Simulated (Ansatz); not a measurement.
Relaxation of the cluster K17 with UKS PBE/def2-SVP.

```sh
$ ansatz run in.yaml --threads 2 --pin off --events-out ev --progress --plain --max-ram 22528MiB --backend cuda --devices 0, --max-vram 18GiB
```

```yaml
crystal:
  periodic: [false, false, false]
  atoms:
    - {symbol: K, position_ang: [-1.945400, 6.122200, 6.563600]}
    - {symbol: K, position_ang: [-2.847500, 4.006700, -0.787700]}
    - {symbol: K, position_ang: [-3.805100, 6.223800, -4.122600]}
    - {symbol: K, position_ang: [-3.854700, 0.477200, -1.731900]}
    - {symbol: K, position_ang: [-0.512800, 1.999400, -3.420200]}
    - {symbol: K, position_ang: [0.677900, 7.562600, -2.197100]}
    - {symbol: K, position_ang: [-6.324700, 2.367400, 0.760500]}
    - {symbol: K, position_ang: [0.507100, -1.174000, 4.672800]}
    - {symbol: K, position_ang: [-2.873100, 0.236600, 2.997200]}
    - {symbol: K, position_ang: [-0.492900, 6.661500, 1.993100]}
    - {symbol: K, position_ang: [1.462500, 4.160300, -0.552700]}
    - {symbol: K, position_ang: [-3.964900, 4.046500, 3.637200]}
    - {symbol: K, position_ang: [0.000000, 0.000000, 0.000000]}
    - {symbol: K, position_ang: [3.461200, 5.297200, 3.159300]}
    - {symbol: K, position_ang: [3.606100, 1.000000, 1.049100]}
    - {symbol: K, position_ang: [-4.603900, 6.917700, 0.952400]}
    - {symbol: K, position_ang: [0.309400, 2.814300, 3.409100]}
basis:
  gaussian: {orbitals: def2-SVP, fitting: {mean_field: def2-universal-jkfit}}
magnetization: {spin_polarized: true, initial_magnetization: 1}
hamiltonian: {xc: pbe}
scf: {lower_state_search: "off"}
output: {orbitals: {seedname: orbitals}}
relax: {f_tol: 0.03, max_steps: 70}
```

Run time 2.3 min (2 threads of AMD EPYC 7R13 on a shared host and a share (18 GiB) of an NVIDIA H100 80GB HBM3), peak host memory 1.1 GiB.

Positions (Å) and forces (eV/Å) at steps 1, 2, 3, 4, 5, 6, 7, 8, 9, 10, 13, 15 of 15:

```xyz
17
step=1 energy=-277386.4467 eV
K    -1.945    6.122    6.564    0.113   -0.004   -0.046
K    -2.848    4.007   -0.788    0.172    0.074    0.085
K    -3.805    6.224   -4.123    0.042   -0.046    0.056
K    -3.855    0.477   -1.732   -0.189   -0.297   -0.144
K    -0.513    1.999   -3.420    0.133    0.082   -0.395
K     0.678    7.563   -2.197   -0.129    0.103   -0.121
K    -6.325    2.367    0.760   -0.268    0.035    0.035
K     0.507   -1.174    4.673    0.157   -0.067    0.011
K    -2.873    0.237    2.997   -0.293   -0.142   -0.054
K    -0.493    6.662    1.993   -0.042    0.162    0.148
K     1.462    4.160   -0.553    0.215   -0.094   -0.035
K    -3.965    4.046    3.637   -0.045    0.046    0.182
K     0.000    0.000    0.000   -0.026   -0.183    0.048
K     3.461    5.297    3.159    0.155    0.053    0.034
K     3.606    1.000    1.049    0.244   -0.015    0.116
K    -4.604    6.918    0.952   -0.223    0.255   -0.079
K     0.309    2.814    3.409   -0.017    0.038    0.158
17
step=2 energy=-277386.6774 eV
K    -1.883    6.137    6.572    0.112   -0.007   -0.045
K    -2.814    3.984   -0.732    0.166    0.038    0.099
K    -3.804    6.147   -4.087    0.038   -0.042    0.048
K    -3.900    0.431   -1.786   -0.151   -0.229   -0.127
K    -0.493    2.031   -3.512    0.093    0.079   -0.315
K     0.634    7.555   -2.214   -0.134    0.082   -0.112
K    -6.395    2.397    0.755   -0.212    0.038    0.021
K     0.517   -1.192    4.627    0.139   -0.058    0.004
K    -2.942    0.202    2.966   -0.253   -0.111   -0.054
K    -0.494    6.709    2.015   -0.035    0.128    0.126
K     1.532    4.149   -0.561    0.192   -0.088   -0.025
K    -3.993    4.080    3.677   -0.044    0.036    0.156
K     0.018   -0.016   -0.019   -0.022   -0.139    0.030
K     3.497    5.323    3.176    0.128    0.044    0.031
K     3.668    0.993    1.127    0.202   -0.012    0.111
K    -4.657    6.966    0.940   -0.189    0.207   -0.083
K     0.309    2.823    3.436   -0.029    0.034    0.134
17
step=3 energy=-277387.0626 eV
K    -1.758    6.141    6.564    0.113   -0.011   -0.031
K    -2.700    3.954   -0.620    0.115   -0.022    0.105
K    -3.782    6.062   -4.026    0.027   -0.044    0.039
K    -3.987    0.335   -1.889   -0.088   -0.102   -0.088
K    -0.464    2.101   -3.691    0.034    0.068   -0.175
K     0.506    7.559   -2.274   -0.134    0.020   -0.075
K    -6.516    2.453    0.744   -0.110    0.044   -0.006
K     0.585   -1.223    4.586    0.085   -0.030   -0.022
K    -3.100    0.126    2.922   -0.160   -0.068   -0.043
K    -0.507    6.791    2.071   -0.017    0.076    0.076
K     1.679    4.114   -0.583    0.142   -0.053   -0.014
K    -4.054    4.125    3.764   -0.051    0.037    0.091
K     0.025   -0.063   -0.032   -0.007   -0.057    0.004
K     3.573    5.356    3.204    0.076    0.025    0.027
K     3.790    0.980    1.256    0.119   -0.008    0.105
K    -4.779    7.070    0.873   -0.115    0.102   -0.076
K     0.288    2.838    3.512   -0.030    0.024    0.084
17
step=4 energy=-277387.3249 eV
K    -1.592    6.129    6.548    0.114   -0.013   -0.024
K    -2.581    3.895   -0.481    0.072   -0.036    0.083
K    -3.774    5.960   -3.964    0.013   -0.056    0.031
K    -4.062    0.290   -1.994   -0.036   -0.043   -0.056
K    -0.454    2.192   -3.831   -0.007    0.062   -0.085
K     0.326    7.525   -2.341   -0.133   -0.023   -0.024
K    -6.604    2.526    0.712   -0.041    0.045   -0.024
K     0.649   -1.246    4.525    0.043   -0.014   -0.040
K    -3.249    0.067    2.868   -0.082   -0.034   -0.044
K    -0.514    6.859    2.122   -0.005    0.071    0.036
K     1.838    4.078   -0.596    0.092   -0.017   -0.007
K    -4.128    4.184    3.848   -0.040    0.029    0.046
K     0.035   -0.076   -0.053   -0.006   -0.031   -0.008
K     3.637    5.379    3.247    0.031    0.017    0.025
K     3.899    0.969    1.413    0.056   -0.011    0.102
K    -4.881    7.135    0.778   -0.044    0.046   -0.064
K     0.255    2.855    3.579   -0.028    0.007    0.054
17
step=5 energy=-277387.4720 eV
K    -1.424    6.113    6.525    0.102   -0.013   -0.016
K    -2.496    3.838   -0.371    0.048   -0.032    0.065
K    -3.785    5.856   -3.923   -0.015   -0.067    0.024
K    -4.095    0.260   -2.067   -0.019   -0.005   -0.038
K    -0.473    2.277   -3.910   -0.013    0.053   -0.037
K     0.138    7.476   -2.359   -0.106   -0.035   -0.001
K    -6.635    2.595    0.665   -0.010    0.044   -0.031
K     0.684   -1.269    4.458    0.021   -0.010   -0.040
K    -3.336    0.033    2.805   -0.050   -0.014   -0.037
K    -0.512    6.947    2.158    0.003    0.038    0.013
K     1.946    4.063   -0.595    0.060   -0.008   -0.002
K    -4.173    4.234    3.899   -0.031    0.034    0.025
K     0.041   -0.098   -0.079    0.012   -0.008   -0.016
K     3.658    5.401    3.290    0.006    0.010    0.027
K     3.952    0.957    1.563    0.021   -0.004    0.085
K    -4.912    7.177    0.691   -0.011    0.011   -0.053
K     0.221    2.859    3.630   -0.018    0.005    0.028
17
step=6 energy=-277387.5845 eV
K    -1.245    6.092    6.506    0.086   -0.012   -0.010
K    -2.422    3.782   -0.266    0.034   -0.026    0.048
K    -3.842    5.713   -3.882   -0.041   -0.075    0.019
K    -4.117    0.269   -2.132   -0.005    0.014   -0.026
K    -0.490    2.365   -3.956   -0.010    0.043   -0.010
K    -0.045    7.409   -2.356   -0.083   -0.034    0.011
K    -6.644    2.676    0.605    0.006    0.042   -0.032
K     0.700   -1.291    4.384    0.005   -0.010   -0.034
K    -3.405    0.023    2.738   -0.025    0.000   -0.033
K    -0.502    7.002    2.176    0.005    0.025    0.002
K     2.040    4.054   -0.589    0.039   -0.002    0.001
K    -4.213    4.299    3.940   -0.017    0.032    0.016
K     0.070   -0.101   -0.115    0.015   -0.001   -0.017
K     3.657    5.420    3.348   -0.009    0.006    0.029
K     3.980    0.956    1.711    0.005    0.003    0.068
K    -4.913    7.191    0.606    0.010   -0.002   -0.044
K     0.191    2.861    3.663   -0.014   -0.005    0.013
17
step=7 energy=-277387.6736 eV
K    -1.081    6.071    6.490    0.070   -0.009   -0.006
K    -2.359    3.737   -0.181    0.024   -0.017    0.034
K    -3.941    5.547   -3.845   -0.054   -0.078    0.019
K    -4.123    0.302   -2.186    0.004    0.020   -0.018
K    -0.500    2.443   -3.974   -0.003    0.032    0.001
K    -0.206    7.344   -2.338   -0.068   -0.027    0.014
K    -6.633    2.761    0.543    0.013    0.039   -0.030
K     0.696   -1.318    4.318   -0.007   -0.014   -0.028
K    -3.449    0.029    2.673   -0.013    0.004   -0.029
K    -0.491    7.043    2.183    0.005    0.019   -0.001
K     2.111    4.054   -0.580    0.028    0.003    0.005
K    -4.233    4.365    3.971   -0.005    0.030    0.012
K     0.105   -0.100   -0.152    0.016   -0.002   -0.017
K     3.634    5.434    3.413   -0.017    0.005    0.027
K     3.989    0.966    1.837   -0.001    0.007    0.051
K    -4.887    7.195    0.527    0.021   -0.001   -0.035
K     0.165    2.848    3.682   -0.013   -0.012    0.004
17
step=8 energy=-277387.7401 eV
K    -0.952    6.056    6.479    0.058   -0.005   -0.005
K    -2.312    3.709   -0.121    0.019   -0.012    0.024
K    -4.052    5.391   -3.806   -0.055   -0.076    0.021
K    -4.114    0.335   -2.220    0.008    0.018   -0.013
K    -0.495    2.499   -3.975    0.003    0.023    0.004
K    -0.334    7.296   -2.319   -0.061   -0.022    0.010
K    -6.609    2.837    0.486    0.014    0.036   -0.028
K     0.676   -1.352    4.266   -0.013   -0.017   -0.025
K    -3.473    0.038    2.618   -0.007    0.004   -0.026
K    -0.480    7.078    2.185    0.005    0.017    0.001
K     2.161    4.063   -0.568    0.021    0.006    0.007
K    -4.234    4.423    3.991    0.003    0.028    0.007
K     0.138   -0.107   -0.185    0.017   -0.003   -0.016
K     3.598    5.444    3.468   -0.020    0.005    0.025
K     3.988    0.979    1.927   -0.004    0.007    0.038
K    -4.847    7.203    0.467    0.024    0.004   -0.027
K     0.141    2.825    3.689   -0.011   -0.014    0.002
17
step=9 energy=-277387.7950 eV
K    -0.845    6.049    6.472    0.047   -0.003   -0.004
K    -2.272    3.690   -0.077    0.016   -0.008    0.018
K    -4.164    5.237   -3.763   -0.050   -0.068    0.020
K    -4.095    0.361   -2.244    0.010    0.010   -0.009
K    -0.481    2.541   -3.968    0.006    0.016    0.005
K    -0.455    7.257   -2.306   -0.054   -0.016    0.006
K    -6.581    2.910    0.433    0.014    0.032   -0.025
K     0.645   -1.393    4.216   -0.015   -0.018   -0.023
K    -3.489    0.045    2.567   -0.004    0.003   -0.023
K    -0.470    7.112    2.189    0.005    0.016    0.001
K     2.198    4.080   -0.551    0.014    0.009    0.009
K    -4.221    4.480    4.004    0.007    0.026    0.004
K     0.173   -0.116   -0.218    0.016   -0.004   -0.015
K     3.559    5.455    3.519   -0.019    0.005    0.023
K     3.979    0.993    1.995   -0.005    0.005    0.029
K    -4.799    7.222    0.421    0.023    0.009   -0.019
K     0.118    2.798    3.694   -0.010   -0.013    0.003
17
step=10 energy=-277387.8415 eV
K    -0.745    6.047    6.465    0.036    0.001   -0.002
K    -2.236    3.675   -0.039    0.013   -0.006    0.013
K    -4.277    5.084   -3.719   -0.040   -0.054    0.017
K    -4.069    0.369   -2.260    0.010    0.000   -0.004
K    -0.463    2.572   -3.957    0.005    0.010    0.004
K    -0.577    7.225   -2.297   -0.045   -0.010    0.003
K    -6.551    2.982    0.380    0.012    0.027   -0.020
K     0.607   -1.443    4.160   -0.014   -0.019   -0.023
K    -3.497    0.051    2.513   -0.002    0.001   -0.021
K    -0.458    7.150    2.194    0.005    0.015    0.000
K     2.223    4.104   -0.527    0.008    0.009    0.011
K    -4.197    4.541    4.008    0.010    0.025    0.001
K     0.212   -0.129   -0.253    0.015   -0.004   -0.013
K     3.516    5.466    3.573   -0.016    0.004    0.020
K     3.964    1.002    2.054   -0.006    0.003    0.021
K    -4.748    7.254    0.385    0.017    0.011   -0.012
K     0.096    2.767    3.705   -0.008   -0.012    0.005
17
step=13 energy=-277387.9209 eV
K    -0.465    6.150    6.455    0.001    0.004   -0.002
K    -2.141    3.655    0.060    0.003    0.003    0.004
K    -4.552    4.694   -3.632   -0.001   -0.001    0.000
K    -3.955    0.250   -2.208    0.002   -0.002    0.000
K    -0.453    2.609   -3.925   -0.001    0.005    0.000
K    -0.944    7.178   -2.348    0.001   -0.004   -0.004
K    -6.451    3.156    0.311    0.000   -0.003    0.005
K     0.441   -1.735    3.799   -0.001   -0.006   -0.010
K    -3.486    0.007    2.315   -0.002    0.000    0.002
K    -0.379    7.315    2.147    0.001   -0.001   -0.003
K     2.232    4.217   -0.353   -0.002    0.006   -0.001
K    -4.058    4.879    4.008    0.004    0.002   -0.001
K     0.415   -0.135   -0.421    0.002    0.002   -0.001
K     3.398    5.472    3.794   -0.001   -0.003    0.002
K     3.883    1.015    2.241   -0.002    0.000    0.006
K    -4.688    7.371    0.286   -0.001    0.000   -0.003
K     0.003    2.619    3.852   -0.004   -0.002    0.005
17
step=15 energy=-277387.9241 eV
K    -0.439    6.243    6.418   -0.002   -0.001   -0.001
K    -2.110    3.653    0.098    0.008    0.006    0.005
K    -4.595    4.650   -3.600    0.002    0.002   -0.003
K    -3.917    0.234   -2.172   -0.002   -0.003   -0.002
K    -0.473    2.662   -3.933   -0.001    0.002   -0.002
K    -0.961    7.163   -2.408    0.001   -0.002    0.003
K    -6.414    3.125    0.367   -0.004   -0.001    0.002
K     0.397   -1.853    3.625    0.001    0.000    0.001
K    -3.504   -0.021    2.333    0.000    0.001    0.000
K    -0.344    7.359    2.093    0.000   -0.004   -0.004
K     2.258    4.261   -0.335   -0.006    0.004   -0.001
K    -4.027    4.944    4.010    0.002   -0.002   -0.002
K     0.461   -0.074   -0.469    0.000   -0.003    0.000
K     3.368    5.437    3.842   -0.001    0.001   -0.002
K     3.827    1.028    2.313    0.003   -0.003    0.001
K    -4.685    7.358    0.237    0.001    0.000    0.002
K    -0.045    2.552    3.964   -0.003    0.003    0.001
```

Single mean-field runs in def2-SVP are fitted with def2-universal-jkfit. The structure comes from a short search, and lower isomers may exist.
